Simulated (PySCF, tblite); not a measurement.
C4H10N2Si.
Numbering: `[CH3:1][C:2]1=[N:3][N:4]([SiH3:5])[CH2:6][CH2:7]1` (hydrogens: H8, H9, H10 on C1; H11, H12, H13 on Si5; H14, H15 on C6; H16, H17 on C7)

Computed geometry: GFN2-xTB, gas phase.

Q: List the bond lengths, angles and torsions at this level.

A: 
| bond | length (Å) | order |
| --- | --- | --- |
| C1–C2 | 1.483 | single |
| C2=N3 | 1.271 | double |
| N3–N4 | 1.353 | single |
| N4–Si5 | 1.724 | single |
| N4–C6 | 1.468 | single |
| C6–C7 | 1.532 | single |
| C2–C7 | 1.519 | single |
| C1–H8, C1–H9, C1–H10 | 1.089 | single |
| Si5–H11, Si5–H12 | 1.469 | single |
| Si5–H13 | 1.453 | single |
| C6–H14, C6–H15 | 1.093 | single |
| C7–H16, C7–H17 | 1.091 | single |

Bonds in one row agree within 0.01 Å and their mean is given. Orders are formal, as drawn. A selection of angles:
| angle | degrees |
| --- | --- |
| C2–C1–H8 | 110.3 |
| H8–C1–H9 | 107.9 |
| H8–C1–H10 | 109.4 |
| C1–C2–N3 | 123.8 |
| C1–C2–C7 | 123.1 |
| N3–C2–C7 | 113.1 |
| C2–N3–N4 | 111.3 |
| N3–N4–Si5 | 121.6 |
| N3–N4–C6 | 111.0 |
| Si5–N4–C6 | 126.6 |
| N4–Si5–H11 | 111.7 |
| N4–Si5–H12 | 105.9 |
| H11–Si5–H12 | 108.2 |
| H11–Si5–H13 | 111.8 |
| H12–Si5–H13 | 114.2 |
| N4–C6–C7 | 103.9 |
| N4–C6–H14 | 109.2 |
| C7–C6–H14 | 112.9 |
| H14–C6–H15 | 108.4 |
| C6–C7–H16 | 113.0 |
| C2–C7–C6 | 100.7 |
| C2–C7–H16 | 111.2 |
| H16–C7–H17 | 108.2 |

Torsions: C1–C2–N3–N4 179° (antiperiplanar); C2–N3–N4–Si5 172° (antiperiplanar); N3–N4–C6–C7 -2° (synperiplanar); N4–C6–C7–C2 2° (synperiplanar); C1–C2–C7–C6 180° (antiperiplanar). The mirror-image conformer, all signs reversed, is as good.

N4 (silicon-bound nitrogen) is almost planar (angles 126.6°, 121.6° and 111.0°, sum 359.1°, 0.08 Å off the plane of its three neighbours). The C–N distances run from 1.271 Å (C2=N3, drawn double) to 1.468 Å (N4–C6, drawn single), a spread of 0.197 Å. The 3 C–C bonds span 1.483 Å (C1–C2, drawn single) to 1.532 Å (C6–C7, drawn single), a spread of 0.049 Å. Si5 (SiH3 silicon) is distorted tetrahedral (angles from 104.9° to 114.2°). The 5-membered ring C2–N3–N4–C6–C7 has internal angles of 100.7° to 113.1°; it is planar, 0.01 Å rms from its mean plane, widest ring torsion 2°.

Its GFN2-xTB frequencies are all real (lowest 51 cm⁻¹). 2 starts were optimised and ended at 0.00 and 0.45 kcal/mol (GFN2-xTB); the lowest of these is shown.
